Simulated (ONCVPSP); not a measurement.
## What one change does to a pseudopotential (As (Z = 33), ONCV)

```json
{
 "Element": "As",
 "Generator": "ONCVPSP 4.0.1",
 "Type": "optimised norm-conserving Vanderbilt (ONCV)",
 "Functional": "PBEsol",
 "Relativity": "non-relativistic",
 "Frozen core": "[Ar]",
 "Valence charge": "15",
 "Reference configuration": "3d10 4s2 4p3",
 "Partial waves": "4s: rc 1.65 bohr, ncon 4, nbas 7, qcut 3.7 1/bohr, 2 projectors, debl 2.9 Ha; 4p: rc 2.10 bohr, ncon 4, nbas 7, qcut 4.4 1/bohr, 2 projectors, debl 2.3 Ha; 3d: rc 0.75 bohr, ncon 3, nbas 8, qcut 18.2 1/bohr, 2 projectors, debl 3.3 Ha",
 "Local potential": "polynomial inside 0.65 bohr (lpopt 5, dvloc0 1 Ha)",
 "Core correction": "Teter function fitted to the true core (icmod 2), fcfact 0.4"
}
```

Change: all radii but the core radius scaled by about 1.22 (s 2.02, p 2.56, d 0.92 bohr); local potential polynomial inside 0.80 bohr (lpopt 5, dvloc0 1 Ha).

Cutoffs: the cutoffs (Ha) at which the residual kinetic energy of the hardest occupied pseudo-wave falls to 1 and 0.1 mHa per electron; they do not see the model core or the augmentation charge, which bear on the density cutoff. Errors are all-electron minus pseudo energies relative to the spin-unpolarised reference configuration.

**Question.** Predict the effect on cutoff, ghosts and configuration errors.

**Answer.** The potential gets softer (144 Ha and 160 Ha → 125 Ha and 140 Ha); both files keep a bound ghost (s); the lowest positive-energy flag moves from p at 23.4 eV to p at 82.5 eV; of the 4 tests that both files solve, the error grows in 3 and shrinks in 1 by more than 15 % and 0.3 meV (median size 4.8 → 9.9 meV). A larger radius leaves more room for a smooth pseudo-wave, so fewer plane waves are needed.

| quantity | base | changed |
| --- | --- | --- |
| cutoff, loose | 144 Ha | 125 Ha |
| cutoff, tight | 160 Ha | 140 Ha |
| loose cutoff by channel | s 20 Ha, p 6.6 Ha, d 144 Ha | s 11 Ha, p 3.4 Ha, d 125 Ha |
| bound ghosts | s | s |
| GHOST(+) flags under 300 eV | p at 23.4 eV | p at 82.5 eV |
| error for 3d10 4s2 4p2, meV [ΔE 9.19 eV] | -0.5 | -2.2 |
| error for 3d10 4s2 4p1, meV [ΔE 27.14 eV] | -4.3 | -18 |
| error for 3d10 4s2 4p0, meV [ΔE 54.83 eV] | -18 | -68 |
| error for 3d10 4s0 4p5, meV [ΔE 18.06 eV] | +5.4 | -2.0 |
| rms error of d²Exc/dni dnj with the model core, mHa | 3.42 | 3.24 |

 A true bound ghost makes a file unfit for plane-wave use even where its test errors are small: the radial tests pick states by their node count and pass the ghost by.
